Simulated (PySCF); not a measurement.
Compound: 4,4-dimethyl-1,3-dioxane, C₆H₁₂O₂.
Cartesian coordinates in Å at the GFN2-xTB level; atoms count from 1:
```
atom  x, y, z in Å
C1    -1.6847   -0.2840    1.2485
C2    -0.5521   -0.1807    0.2254
C3    -1.1240   -0.3829   -1.1844
C4     0.1595    1.1794    0.3572
C5     1.5347    1.1336   -0.3098
O6     2.2824    0.0315    0.1645
C7     1.5987   -1.1629   -0.0632
O8     0.3624   -1.2303    0.5718
H9    -1.2779   -0.2343    2.2546
H10   -2.3943    0.5262    1.1065
H11   -2.1952   -1.2358    1.1336
H12   -1.5025   -1.3980   -1.2774
H13   -1.9416    0.3137   -1.3485
H14   -0.3754   -0.2227   -1.9557
H15    0.3009    1.3932    1.4180
H16   -0.4478    1.9677   -0.0866
H17    1.4330    1.0655   -1.4042
H18    2.1204    2.0217   -0.0662
H19    1.4920   -1.3278   -1.1555
H20    2.2062   -1.9624    0.3682
```

NICS is the negative of the GIAO shielding at a point without a nucleus: at the ring centre (0) and 1 Å above and below it (1); zz is the component along the ring normal. Level: GIAO PBE0/pcSseg-1 (PySCF, non-relativistic, gas phase) on the GFN2-xTB geometry, one conformer.

Ring bond lengths (Å), with Mayer bond orders in brackets: C2–C4 1.541 (0.98), C4–C5 1.529 (1.03), C5–O6 1.414 (0.93), O6–C7 1.395 (0.97), C7–O8 1.391 (0.98), O8–C2 1.435 (0.88).

What do the NICS probes read (ppm)?

| ring | type | NICS(0) | NICS(1), two faces | NICS(1)zz, two faces | rms pucker (Å) | centre to ring atoms, mean (Å) |
| --- | --- | --- | --- | --- | --- | --- |
| C2–C4–C5–O6–C7–O8 | 6-membered ring with 2 O; formal bonds all single | -2.7 | -1.6 / -1.6 | 2.2 / 1.3 | 0.21 | 1.40 |

What do they say, and how far can they be read as aromaticity?

- C2–C4–C5–O6–C7–O8: mean NICS(1)zz 1.8 ppm, near zero. C2, C4, C5, C7 have four or more neighbours; no verdict on aromaticity is drawn. A hydrogen on C7, outside the ring, lies only 1.45 Å from a NICS(1) probe, which then mostly feels that atom.

Give the inner angles of the rings and the Hirshfeld charges of the ring atoms.

- C2–C4–C5–O6–C7–O8: C2 109.3° (+0.092 e), C4 110.6° (-0.086 e), C5 110.6° (0.000 e), O6 110.7° (-0.155 e), C7 113.7° (+0.062 e), O8 114.9° (-0.143 e); sum 669.9° against 720° for a flat convex ring.

What are the shieldings of the ring atoms and their hydrogens in the same run (means over atoms taken as equivalent)?

```json
{"atoms": "C2", "environment": "sp3 carbon bound to oxygen", "σ isotropic (ppm)": "115.1"}
{"atoms": "C4", "environment": "ring CH2 carbon", "σ isotropic (ppm)": "148.1"}
{"atoms": "C5", "environment": "sp3 carbon bound to oxygen", "σ isotropic (ppm)": "121.0"}
{"atoms": "O6", "environment": "cyclic ether oxygen", "σ isotropic (ppm)": "262.6"}
{"atoms": "C7", "environment": "sp3 carbon bearing two oxygens", "σ isotropic (ppm)": "95.3"}
{"atoms": "O8", "environment": "cyclic ether oxygen", "σ isotropic (ppm)": "230.8"}
{"atoms": "H15 (×2)", "environment": "methylene hydrogen", "σ isotropic (ppm)": "30.31"}
{"atoms": "H17 (×2)", "environment": "methylene hydrogen", "σ isotropic (ppm)": "27.71"}
{"atoms": "H19 (×2)", "environment": "methylene hydrogen", "σ isotropic (ppm)": "26.63"}
```
